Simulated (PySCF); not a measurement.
Computed with TPSSh-D3(BJ)/def2-TZVP run with PySCF. All species are isolated molecules in the gas phase. One relaxed conformer stands for a flexible species; it need not be the lowest. Excitations are Tamm–Dancoff values on a coarser integration grid. The basis has no diffuse functions, so Rydberg states are missing or too high.

Reference species (SMILES): `C=CC(=C)F` (C–C–C–F torsion 0°) (neutral, multiplicity 1).

```json
{
 "S1 excitation (TDA)": "6.12 eV",
 "T1 excitation (TDA)": "3.15 eV"
}
```

Changed species: `C=C/C=C/F` (C–C–C–C torsion 180°).

Give the shifts of the S1 excitation (TDA) and T1 excitation (TDA).

the S1 excitation (TDA) rises by 0.22 eV, to 6.34 eV; the T1 excitation (TDA) increases by 0.02 eV, to 3.17 eV.
